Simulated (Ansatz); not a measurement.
An input meant for Mo5 (charge 0, singlet; atoms displaced at random, 0.15 Å in each coordinate).

```yaml
crystal:
  periodic: [false, false, false]
  atoms:
    - {symbol: Mo, position_ang: [-1.486470, -0.398655, -0.539282]}
    - {symbol: Mo, position_ang: [0.887962, 1.372834, -0.907770]}
    - {symbol: Mo, position_ang: [-0.763284, -1.131579, 1.148930]}
    - {symbol: Mo, position_ang: [0.173015, 0.944603, 1.025804]}
    - {symbol: Mo, position_ang: [0.982137, -0.732081, -0.956304]}
basis:
  gaussian: {orbitals: def2-TZVPD}
hamiltonian: {xc: {name: HF}}
correlation: {active_space: {window: {electrons: 6, orbitals: 2}}}
scf: {omitted_lower_state_checks: [starts]}
```

```sh
$ ansatz run in.yaml --threads 4 --pin off --events-out ev --progress --plain --max-ram 4787MiB
```

Problem. Predict how Ansatz answers.

Solution. The run stopped with an error. The active space doesn't fit the electrons.
```
Functional definition: HF
1785 factors; integrals over basis functions are off by at most 7.7e-4 eV
mean field evaluation 1: about -9157.8924 eV, gradient 8.0e1 eV
mean field evaluation 2: about -9159.5008 eV, gradient 7.9e1 eV
mean field evaluation 4: about -9168.8709 eV, gradient 3.5e1 eV
mean field evaluation 8: about -9171.4679 eV, gradient 2.1e0 eV
mean field evaluation 16: about -9171.6863 eV, gradient 5.6e-1 eV
mean field evaluation 32: about -9172.0513 eV, gradient 8.8e-1 eV
mean field -9172.07939538 eV, -337.0677007213 hartree, gradient 8.5e-6 eV, S^2 0.000000; 0 other end points of the search recorded, 0 dependent functions left out
reference -9172.07939538 eV, -337.0677007213 hartree; 35, 35 occupied and 165, 165 virtual orbitals, 1785 factors
Error: 6 electrons in 2 orbitals form no window around the highest filled level of the reference
```
